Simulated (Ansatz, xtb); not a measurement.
Relative energy of two structures of HInO2P−

Structure I: a singlet given by its coordinates. Structure II: a singlet given by its coordinates. Both are gas-phase species (loosely bound parts included), relaxed with PBE0-D3(BJ)/def2-SVPD.

I (Å):

```xyz
5

In   -4.4237   -1.3658    0.5676
O    -2.8399   -0.0889   -0.2669
O    -2.4333   -2.0991    1.1470
P    -1.5850   -0.9619    0.3254
H    -1.1968   -0.0903    1.4529
```

Close contacts (Å): In1–O2 2.20, In1–O3 2.20, O2–P4 1.64, O3–P4 1.64, P4–H5 1.48.

II (Å):

```
atom    x (Å)   y (Å)   z (Å)
  In  -0.8061  1.6656  1.7683
   O  -2.8674  2.5678  0.4573
   O  -2.7850  0.1172  1.0842
   P  -3.5897  1.2167  0.3791
   H  -1.7319  2.0440  3.3691
```

Close contacts (Å): In1–O2 2.60, In1–O3 2.60, In1–P4 3.14, O2–P4 1.53, O3–P4 1.53, In1–H5 1.89.

Task: Estimate E(II) − E(I) at the level CCSD(T)/def2-SVPD + ΔMP2/def2-TZVPPD.

Result: Calculated at CCSD(T)/def2-SVPD + ΔMP2/def2-TZVPPD: E(II) − E(I) = +23.8 kJ/mol, so structure I lies lower.

Level by level:

| level | geometry | E(II) − E(I) (kJ/mol) | departure from the last row (kJ/mol) | job, with rough time for the two |
| --- | --- | --- | --- | --- |
| PBE0-D3(BJ)/def2-SVPD | PBE0-D3(BJ)/def2-SVPD | +46.2 | +22.3 | optimisation, 54 s |
| HF/def2-SVPD | PBE0-D3(BJ)/def2-SVPD | +48.6 | +24.8 | part of the CCSD(T) run |
| MP2/def2-SVPD | PBE0-D3(BJ)/def2-SVPD | +36.4 | +12.6 | part of the CCSD(T) run |
| CCSD(T)/def2-SVPD | PBE0-D3(BJ)/def2-SVPD | +35.4 | +11.6 | single point |
| CCSD(T)/def2-SVPD + ΔMP2/def2-TZVPPD | PBE0-D3(BJ)/def2-SVPD | +23.8 |  | single point, 44 s |

The levels shown agree on the order. The largest departure from CCSD(T)/def2-SVPD + ΔMP2/def2-TZVPPD is that of HF/def2-SVPD, 24.8 kJ/mol. Levels run at GFN2-xTB geometries aren't shown. The last row adds to CCSD(T) the change of the MP2 difference between the two basis sets, here −11.6 kJ/mol.

With harmonic frequencies from PBE0-D3(BJ)/def2-SVPD (ideal gas, rigid rotor, one conformer each, 600 K, 1 atm): on the last row, ΔE + ΔZPE = +13.2, ΔH = +18.4, ΔG = −2.1 kJ/mol. In free energy the two are nearly level. The free energy reverses the electronic order.

The T1 diagnostic of structure I is large, so the coupled-cluster value is less sure. The correlated steps freeze 11 core orbitals; the filled d shell of In is correlated, in a basis made for valence electrons. Atoms past krypton carry core potentials in the def2 sets and no spin–orbit term is included. Run with Ansatz 0.2.0; the last row on 2 threads of Intel(R) Xeon(R) Platinum 8259CL CPU @ 2.50GHz (Skylake/Cascade Lake) on a shared host.
